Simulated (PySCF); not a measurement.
Gas-phase reaction: VOF3 + 2 FO → VF5 + 3 O. Level: M06-2X/def2-TZVP†; standard pressure 1 bar.

Energies from PySCF, thermal terms from the rigid-rotor harmonic-oscillator model, ideal gas at 1 bar. † marks an energy on the PBE0/def2-TZVP geometry and frequencies. Open shells (unrestricted): FO (multiplicity 2, electronic degeneracy 4), O (multiplicity 3, electronic degeneracy 9); the rest are closed-shell singlets. Spin-orbit splitting is ignored; it lowers the true energy and changes the entropy of FO, O. The harmonic model lacks anharmonicity and excited electronic states, which grow with temperature; levels with a mode under 35 cm⁻¹ are left out. Soft modes under 120 cm⁻¹ make the harmonic entropy rough for VF5.

```csv
T (K),1000/T (1/K),log10 K
600,1.6667,-19.92
800,1.2500,-13.75
1000,1.0000,?
1200,0.8333,-7.47
1400,0.7143,-5.65
1600,0.6250,-4.27
```

### Question
Fit log10 K = a + b·(1000/T) to the five rows, get the mean ΔH° and ΔS°, and predict log10 K at 1000 K.

### Answer
Means: 1000/T = 1.0179, log10 K = -10.212. Sums of products about the means: Sxy = -11.34553, Sxx = 0.755432, so b = Sxy/Sxx = -15.02 and a = -10.212 − (-15.02)×1.0179 = 5.08.
ΔH° = −R ln 10 × 1000 K × b = −19.145 × (-15.02) = 288 kJ; ΔS° = R ln 10 × a = 97 J/K. The run's own values go from 282 kJ and 88 J/K at 600 K to 298 kJ and 104 J/K at 1600 K.
Prediction at 1000 K: 5.08 + (-15.02)×1.0000 = -9.94. The computed value is -10.00, 0.06 from the line.
For scale, ΔH°(298 K) is 275 kJ at this level, 294 kJ at ωB97M-V/def2-TZVP†, and runs from -231 to 945 kJ over the 20 levels computed.
